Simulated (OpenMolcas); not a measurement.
Co2+: the spin-orbit constant, worked from levels

```yaml
Program: OpenMolcas 26.06
Basis: ANO-RCC-VDZP [5s4p2d1f]
Scalar_Hamiltonian: DKH2, point nucleus
Active_space: 7 electrons in 6 orbitals (3d 4s)
State_averaging: 2S+1 = 6 even, 5 roots; 2S+1 = 4 even, 50 roots; 2S+1 = 2 even, 103 roots
Spin-orbit_coupling: RASSI with atomic mean-field integrals over the reference wave functions, term energies averaged over their components
```

Methods: CASSCF; MS-CASPT2, IPEA 0.25 Eh, imaginary shift 0.1 Eh (closed shells correlated: 3s 3p). Measured levels: Sugar and Corliss, J. Phys. Chem. Ref. Data 10, 1097 (1981).

**The spin-orbit constant.** For the Hund term 4F of d7, E(J) = (A/2) J(J+1) + constant and ζ = -2S·A = -3A. From J = 3/2 to J = 9/2 the energy changes by 10.5 A.

| Source | E(9/2) - E(3/2) | A | ζ |
| --- | --- | --- | --- |
| CASSCF | -2099.7 | -200.0 | 600 |
| MS-CASPT2 | -2088.4 | -198.9 | 597 |
| measured | -1866.8 | -177.8 | 533 |

All in cm-1. MS-CASPT2 is off by +11.9 % and CASSCF by +12.5 %. Both methods take the spin-orbit matrix elements from the reference wave functions, so the second can move ζ only through the term energies and any multistate remixing. Second-order mixing with other terms is absorbed into this ζ.

CASPT2 does not keep the components of a term degenerate, so their means are used; among the terms shown or strongly mixed into the levels shown the widest spread is 2500 cm-1 (3d7 4F, MS-CASPT2). Without dynamic correlation excited terms often stand tens of per cent too high (terms of higher spin than the ground term too low), and those without a measured partner can miss by more than the paired ones (holds for CASSCF). Blocks of more than 70 roots (2S+1 = 2 even) ran without multistate coupling (holds for MS-CASPT2). Computed and measured levels are paired by configuration, term and J; levels that our copy of the source lacks, or whose pairing is in doubt (as where it misses far off the trend of its configuration), stay unpaired and out of the deviations. Levels of configurations outside the active space are missing.
